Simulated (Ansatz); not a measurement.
# What each rung costs, and what it gives

Saddle point of SnH₇OF, singlet (SnH₄ + H₂O + HF → SnH₃F ([F][SnH3]) + H₂O + H₂; bonds formed: Sn1–F7, H2–H8, H6–O9; bonds broken: Sn1–H2, H6–F7, H8–O9), PBE0-D4/def2-TZVP structure:

```
10
angstrom
Sn -0.8319 1.1793 -0.1472
H -0.2534 -0.4760 -1.0180
H -1.7342 1.2393 -1.6304
H -1.9936 1.0473 1.0884
H 0.2423 2.4952 -0.2002
H 1.1649 -0.8134 0.7820
F 0.5306 0.3018 1.2634
H 0.4339 -1.0180 -0.6340
O 1.3669 -1.5536 0.0733
H 1.0746 -2.4018 0.4228
```

Barriers are electronic and count from the start structure reached by relaxing down the imaginary mode.

Ansatz 0.2.0; basis: as named in each row; cores frozen in the correlated methods. Filled d shells of the heavier atoms are correlated. Core potentials replace the inner electrons of the atoms past krypton. The def2 sets are not built for correlating such inner shells, so the correlated values are less sure here. B3LYP uses VWN-RPA correlation. Extrapolation: Hartree–Fock as exp(−7.88 √X), correlation as X^−2.97.

Times are rough, for one single point on 4 threads of a shared host (AMD EPYC 9R45).

The estimate by CCSD(T) at an estimated basis limit (MP2 extrapolated from triple and quadruple zeta, plus CCSD(T) − MP2 in triple zeta) is 32.53 kcal/mol.

```csv
method,basis,time (s),barrier (kcal/mol),method less estimate
SPW92,def2-SVP,under 1,12.97,-19.56
PBE-D4,def2-SVP,under 1,19.69,-12.84
PBE0-D4,def2-SVP,under 1,26.46,-6.07
SPW92,def2-TZVPP,under 1,16.53,-15.99
PBE-D4,def2-TZVPP,under 1,23.04,-9.49
BLYP-D4,def2-TZVPP,under 1,24.36,-8.16
BHLYP-D4,def2-TZVPP,under 1,34.40,1.87
B3LYP-D4,def2-TZVPP,under 1,28.75,-3.78
PBE0-D4,def2-TZVPP,under 1,28.76,-3.77
CAM-B3LYP-D4,def2-TZVPP,under 1,30.05,-2.48
wB97M-V,def2-SVP,under 1,28.93,-3.60
r2SCAN-D4,def2-TZVPP,under 1,24.48,-8.05
r2SCAN0-D4,def2-TZVPP,1,29.51,-3.02
B2PLYP,def2-TZVPP,1,31.55,-0.98
PBE-QIDH,def2-TZVPP,1,33.04,0.51
CCSD(T),def2-SVP,1,34.56,2.03
RPA on PBE,def2-TZVPP,1,34.50,1.97
B97M-V,def2-TZVPP,2,27.62,-4.90
wB97X-V,def2-TZVPP,2,31.56,-0.97
wB97M-V,def2-TZVPP,2,31.79,-0.74
MP2,def2-QZVPP,4,32.51,-0.02
CCSD(T),def2-TZVPP,26,35.23,2.70
```

All methods are single points on the PBE0-D4 structures.

The T1 diagnostic stays at or below 0.014.

Labels in which every atom is bracketed show which atoms are joined, not bond orders.
